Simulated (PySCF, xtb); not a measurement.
3-methylbut-3-enal (C₅H₈O), SMILES C=C(C)CC=O.

Coordinates come from a ωB97X-D3(BJ)/def2-SVP optimisation. Other conformers were not sampled.

Computed with PySCF with IEF-PCM-ωB97X/def2-SVP.

The values are the electrostatic part of the solvation free energy, E(continuum) − E(gas) at the gas-phase geometry, in a cavity of scaled van der Waals radii (PySCF's table); cavitation and dispersion terms are not included. In vacuum the orbital gap is 11.01 eV. The dipole moment in vacuum is 2.24 D.

Problem. Estimate the values in water (ε = 78.36), benzene (ε = 2.27), 1-octanol (ε = 9.86). (An estimate is asked for; the answer gives what the named calculation found.)

Solution. 
```tsv
solvent	ε	ΔG(elec) (kcal/mol)	dipole (D)	gap (eV)
water	78.36	-4.5	2.80	10.99
benzene	2.27	-2.0	2.48	11.00
1-octanol	9.86	-3.9	2.72	11.00
```

For comparison, GFN2-xTB/ALPB(water) (xtb, at the GFN2-xTB geometry, all terms of that model) gives -2.1 kcal/mol.
